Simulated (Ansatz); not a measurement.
Cartesian coordinates in Å:
```
Si -0.139 -0.227 -2.520
N 0.334 -0.338 -0.873
C -0.552 -0.427 0.213
C -0.286 -0.007 1.447
N 0.897 0.646 1.982
Al -0.270 0.413 3.259
H -0.801 1.061 -2.885
H -1.106 -1.312 -2.840
H 1.095 -0.375 -3.335
H 1.299 -0.188 -0.625
H -1.504 -0.900 0.001
H 1.628 1.023 1.399
H -0.595 0.630 4.778
```

The species carries charge 0 and has multiplicity 1.

List the r2SCAN/def2-TZVPP orbital energies in eV (Ansatz). (Best estimate.)

Computed: Occupied: -1790.86, -1517.36, -384.99, -384.90, -273.06, -272.95, -141.28, -110.90, -96.16, -96.13, -96.12, -71.22, -71.06, -70.98, -23.34, -22.36, -17.69, -14.60, -13.88, -13.00, -11.09, -10.14, -9.79, -8.96, -8.44, -8.35, -8.18, -7.02, -6.44, -3.93. Lowest empty: -1.43, -0.89, -0.35, 0.38, 0.69, 1.54, 1.71, 1.94.
